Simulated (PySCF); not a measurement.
## input.py for YI

The script input.py:

```python
from pyscf import gto, scf
from pyscf.prop.polarizability import rhf as pol

mol = gto.M(
    atom='Y 0 0 0; I 0 0 2.775',
    basis='sbkjc',
    ecp={'Y': 'sbkjc', 'I': 'sbkjc'},
    charge=0,
    spin=0,
    verbose=3,
)
mf = scf.RHF(mol)
mf.kernel()
print('polarizability (a.u.)')
print(pol.Polarizability(mf).polarizability().round(4))
mf.dip_moment()
print('orbital energies (hartree):', mf.mo_energy[..., max(0, mol.nelec[1]-3):mol.nelec[0]+3].round(4))
```

```bash
$ python input.py
```

Output:

```
converged SCF energy = -49.0573032075534
polarizability (a.u.)
[[150.0072  -0.      -0.    ]
 [ -0.     150.0072   0.    ]
 [ -0.       0.     167.8845]]
Dipole moment(X, Y, Z, Debye): -0.00000, -0.00000, -3.76940
orbital energies (hartree): [-0.3683 -0.3683 -0.2301  0.0123  0.0123  0.0126]
```

In short: E(SCF) = -49.057303 Eh, μz(SCF) = -3.77 D, α(xx, yy, zz) = 150.0, 150.0, 167.9 bohr³.

Wall time 1.8 s on one thread of a shared host.

Stability towards an unrestricted solution was not tested. The bond length is a typed value, not an optimised one.
